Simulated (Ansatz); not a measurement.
Gas-phase electronic energies from Ansatz, PBE0-D4/def2-TZVP geometries. CCSD(T)/CBS is the MP2 limit (def2-TZVPP, def2-QZVPP) plus CCSD(T) − MP2 in def2-TZVPP, frozen cores. Functionals use def2-TZVPP. One conformer a species, not always the lowest.

`O[SiH2]O[SiH2]S` + `[SiH3][SiH2]S` → `O[SiH2]O[SiH2][SiH3]` + `S[SiH2]S`  (redistribution)

```csv
species,PBE-D4 energy (Eh)
`O[SiH2]O[SiH2]S`,-1130.87528
`[SiH3][SiH2]S`,-980.35516
`O[SiH2]O[SiH2][SiH3]`,-1023.34404
`S[SiH2]S`,-1087.87930
```

**Question.** Work out ΔE.

**Answer.** ΔE = (-1023.34404) + (-1087.87930) − (-1130.87528) − (-980.35516) = 0.00710 Eh = +18.6 kJ/mol. CCSD(T)/CBS gives +19.1 kJ/mol.

Largest T1 diagnostic among the species: 0.012.

In def2-TZVPP, CCSD(T) changes the Hartree–Fock value by +3.2 kJ/mol (the triples alone add +0.7 kJ/mol) and MP2 by +3.8 kJ/mol.
